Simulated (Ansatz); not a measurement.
`OC([SiH3])N[SiH3]` + `C[SiH]1C[Se]1` → `[SiH3][SiH]1C[Se]1` + `CC(O)N[SiH3]`  (redistribution)

Computed with Ansatz on PBE0-D4/def2-TZVP structures; ΔE is electronic, products minus reactants. CCSD(T)/CBS adds triple-zeta CCSD(T) − MP2 to the extrapolated MP2 energy (def2 sets, frozen cores). Functionals use def2-TZVPP. B3LYP here is the variant with VWN-RPA as its local correlation; programs differ in this. For Se outer-core shells are correlated without core-valence functions, which leaves a few kJ/mol of doubt a bond. Scalar relativity is left out up to krypton. Each species was taken in one conformer, which may not be the lowest.

| level | ΔE (kJ/mol) | difference from CCSD(T)/CBS |
| --- | --- | --- |
| PBE-D4 | -7.5 | -4.8 |
| r2SCAN-D4 | -3.8 | -1.1 |
| PBE0-D4 | -7.9 | -5.2 |
| B3LYP-D4 | 0.5 | 3.2 |
| ωB97X-V | -2.7 | 0.0 |
| ωB97M-V | 5.0 | 7.7 |
| B2PLYP | 0.1 | 2.8 |
| PBE | -8.3 | -5.6 |
| r2SCAN | -4.0 | -1.3 |
| PBE0 | -8.6 | -5.9 |
| B3LYP | -0.9 | 1.8 |
| HF/def2-TZVPP | -2.8 | -0.1 |
| MP2/def2-TZVPP | 1.7 | 4.4 |
| SCS-MP2/def2-TZVPP | 0.8 | 3.5 |
| CCSD/def2-TZVPP | -3.3 | -0.6 |
| CCSD(T)/def2-TZVPP | -3.7 | -1.0 |
| HF/def2-QZVPP | -2.1 | 0.6 |
| MP2/def2-QZVPP | 2.5 | 5.2 |
| SCS-MP2/def2-QZVPP | 1.6 | 4.3 |
| HF/CBS(def2) | -2.0 | 0.7 |
| MP2/CBS(def2) | 2.7 | 5.4 |
| CCSD/CBS(def2) | -2.3 | 0.4 |
| CCSD(T)/CBS | -2.7 | 0 |

Largest T1 diagnostic among the species: 0.012.
